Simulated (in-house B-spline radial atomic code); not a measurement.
RPA and G0W0 on PBEsol: Pd⁵⁺

Configuration [Kr] 4d5, highest spin, mean-field start PBEsol. Computed with an all-electron radial atomic-structure program (B-spline basis): all electrons, scalar-relativistic (spin-free one-electron X2C), finite nucleus, each spin shell either full or empty, empty states to l = 9 with an (l + 1/2)⁻⁴ tail; G0W0 by contour deformation at full frequency.

Command:
```bash
python run_gw.py task.json out
```
Settings (radii: box in bohr, nucleus in fm):
```
Z                        46
electrons                41
configuration            [Kr] 4d5
hamiltonian              x2c
method                   pbesol
lmax                     9
rms_radius               4.5318
spin_polarised           True
box_radius               10.43
intervals                67
```

Cost of the run: 6.1 s on 1 thread of Arm Neoverse N1, on a shared host.

Energies (hartree):

| term | value |
| --- | --- |
| mean-field total | -5036.06177 |
| Hartree-Fock functional on these orbitals | -5036.81103 |
| direct second order | -3.5311 |
| second-order exchange | 1.0166 |
| SOSEX correction | 0.95381 |

Task: What is the RPA correlation energy, and what remains with SOSEX?

Result: RPA gives -3.1511 hartree (-2.09 eV per electron); RPA + SOSEX gives -2.1973, and the second-order doubles -2.5145 hartree (no singles). SOSEX takes back 30 % of the RPA value.

Quasi-particle levels (eV):

```tsv
level	occupied	mean field	Σx - vxc	Σc	QP weight	G0W0
4d up	yes	-75.87	-9.10	?	?	?
4p down	yes	-123.01	-9.96	0.03	0.940	-132.94
4d down	no	-71.04	11.48	-4.02	0.955	-63.59
```

G0W0 = mean field + (Σx - vxc) + Σc, with Σc (partial-wave tail included) taken at the quasi-particle energy. Only the outer levels were computed. Levels of low weight are left out.

Task: Where does G0W0 put 4d up?

Result: At -85.00 eV, with Σc = -0.03 eV and a quasi-particle weight of 0.955. The tabulated removal energy is 84.1 ± 2 eV (NIST, tabulated theory); the calculation leaves out spin-orbit coupling, Breit and QED terms, and what these don't explain is the method's own error.
